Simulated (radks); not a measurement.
The numbers below are computed, except where a source is named.
Q: Radial electron density D(r) = 4 pi r^2 rho(r) of an atom or ion with 16 electrons. Level of theory: scalar-relativistic Kohn-Sham, r2SCAN, spin-polarised, spherical densities, finite nucleus; meta-GGA in the generalised Kohn-Sham scheme; Fermi nuclear charge, rms radius of each element as measured or else 0.836 A^(1/3) + 0.57 fm (a radial shooting solver on a logarithmic mesh with Libxc functionals).

```
   r/bohr * D(r) (the largest magnitude, 69.9, reaches the edge; | marks zero)
 0.001088 |*
 0.001217 |*
 0.001351 | *
 0.001511 | *
  0.00169 | *
 0.001875 |  *
 0.002097 |  *
 0.002346 |   *
 0.002624 |    *
 0.002911 |     *
 0.003256 |      *
 0.003642 |       *
 0.004042 |         *
 0.004521 |          *
 0.005056 |            *
  0.00561 |              *
 0.006275 |                 *
 0.007019 |                    *
 0.007851 |                       *
 0.008711 |                         *
 0.009744 |                             *
   0.0109 |                                *
  0.01209 |                                   *
  0.01353 |                                      *
  0.01513 |                                         *
  0.01679 |                                           *
  0.01878 |                                            *
    0.021 |                                             *
  0.02349 |                                             *
  0.02607 |                                             *
  0.02916 |                                           *
  0.03261 |                                         *
  0.03618 |                                        *
  0.04047 |                                       *
  0.04527 |                                      *
  0.05023 |                                       *
  0.05618 |                                         *
  0.06284 |                                            *
  0.07029 |                                                *
  0.07799 |                                                   *
  0.08724 |                                                      *
  0.09758 |                                                      *
   0.1083 |                                                    *
   0.1211 |                                               *
   0.1355 |                                        *
   0.1503 |                                *
   0.1681 |                         *
    0.188 |                    *
   0.2103 |                 *
   0.2334 |                 *
    0.261 |                  *
    0.292 |                  *
    0.324 |                  *
   0.3624 |               *
   0.4053 |           *
   0.4497 |        *
    0.503 |    *
   0.5626 | *
   0.6293 |*
   0.6983 *
    0.781 *
   0.8736 *
   0.9694 *
    1.084 *
```

What is the nuclear charge?

A: Z = 46. The innermost maximum, from 1s, lies near gamma/Z bohr with gamma = sqrt(1 - (Z/c)^2) = 0.942, here 0.0205 bohr (found: 0.0222), and its height grows with Z. The density is that of the palladium ion Pd30+ in [Ne] 3s2 3p4; the configuration itself is not fixed sharply by these data, and Z only to a few units. D(r) has 3 maxima, at r = 0.0222, 0.0938, 0.294 bohr, and minima at 0.0449, 0.226 bohr, inside which lie 2.04, 10.49 electrons.
